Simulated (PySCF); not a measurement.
carbon diselenide (CSe2), SMILES [Se]=C=[Se]. Atoms are numbered in the order given.

```xyz
3

Se     0.0000     0.0000     1.6827
C      0.0000     0.0000     0.0000
Se     0.0000     0.0000    -1.6827
```
Charge 0, spin multiplicity 1.

Geometry: ωB97X-D3(BJ)/def2-TZVP.

Calculation: PySCF with B3LYP/pcSseg-2.

GIAO shieldings, no solvent; atoms alike by connectivity are averaged. δ = σ(ref) − σ: ⁷⁷Se against Me2Se (σ = 1646.2 ppm); ¹³C against TMS (σ = 181.3 ppm), references at their B3LYP-D3(BJ)/def2-TZVP geometries, non-relativistic.

```csv
nucleus,atoms,count,δ (ppm)
⁷⁷Se,"Se1, Se3",2,134.1
¹³C,C2,1,260.3
```
